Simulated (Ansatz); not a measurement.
Reaction (ligand exchange at a Ge–Cl bond): `[F][GeH]([F])[Cl]` + CH₃NH₂ → `C[NH][GeH]([F])[F]` + HCl

Isolated molecules relaxed with PBE0-D4/def2-TZVP in Ansatz; ΔE leaves out vibrations. CCSD(T)/CBS is the MP2 limit (def2-TZVPP, def2-QZVPP) plus CCSD(T) − MP2 in def2-TZVPP, frozen cores. This one scheme is used for every species. DFT in def2-TZVPP. HSE06 is defined as in plane-wave codes. For Ge outer-core shells are correlated without core-valence functions, which leaves a few kJ/mol of doubt a bond. Scalar relativity is left out up to krypton. One conformer a species, not always the lowest.

`[F][GeH]([F])[Cl]`:

Cartesian coordinates in Å:
```
F 1.648 0.372 -0.198
Ge 0.004 0.009 0.119
F -0.847 1.462 -0.198
Cl -0.624 -1.429 -1.291
H -0.181 -0.413 1.568
```

CH₃NH₂:

Z-matrix (Å, degrees):
```
C
N 1 1.453
H 1 1.092 2 109.4
H 1 1.100 2 115.4 3 -121.6
H 1 1.092 2 109.4 3 116.8
H 2 1.012 1 110.6 3 62.6
H 2 1.012 1 110.6 3 -179.3
```

`C[NH][GeH]([F])[F]`:

```xyz
10

C    -1.055   -0.301    0.906
N     0.334   -0.438    0.499
Ge    0.957    0.294   -1.011
F    -0.083   -0.235   -2.280
F     0.746    2.013   -1.072
H    -1.268    0.642    1.422
H    -1.335   -1.128    1.563
H    -1.697   -0.355    0.026
H     0.985   -0.468    1.269
H     2.414   -0.024   -1.321
```

HCl:

Cartesian coordinates in Å:
```
Cl -0.638 0.018 -0.036
H 0.638 -0.018 0.036
```

```json
{"level": "HSE06-D4", "ΔE (eV)": "0.51"}
{"level": "ωB97M-V", "ΔE (eV)": "0.48"}
{"level": "revPBE", "ΔE (eV)": "0.58"}
{"level": "BLYP", "ΔE (eV)": "0.54"}
{"level": "PBE0", "ΔE (eV)": "0.54"}
{"level": "r2SCANh", "ΔE (eV)": "0.53"}
{"level": "LC-ωPBE", "ΔE (eV)": "0.46"}
{"level": "HF/def2-QZVPP", "ΔE (eV)": "0.55"}
```

(1) What does CCSD(T)/CBS give? (Estimate.)

Largest T1 diagnostic among the species: 0.012.

Answers

(1) Computed: +0.42 eV. The listed levels differ from it by 0.09, 0.06, 0.16, 0.12, 0.12, 0.11, 0.04, 0.13 eV.

At CCSD(T), def2-SVP lies −0.04 eV from the extrapolated value and def2-TZVPP +0.00 eV. In def2-TZVPP, CCSD(T) changes the Hartree–Fock value by −0.13 eV (the triples alone add −0.00 eV) and MP2 by −0.12 eV. The D4 term adds −0.05 eV with B3LYP and −0.03 eV with PBE0; it sums over pairs of atoms, weighted by their polarisabilities, and B3LYP, whose exchange is more repulsive, gets the larger term.

B3LYP here is the variant with VWN-RPA as its local correlation; programs differ in this.
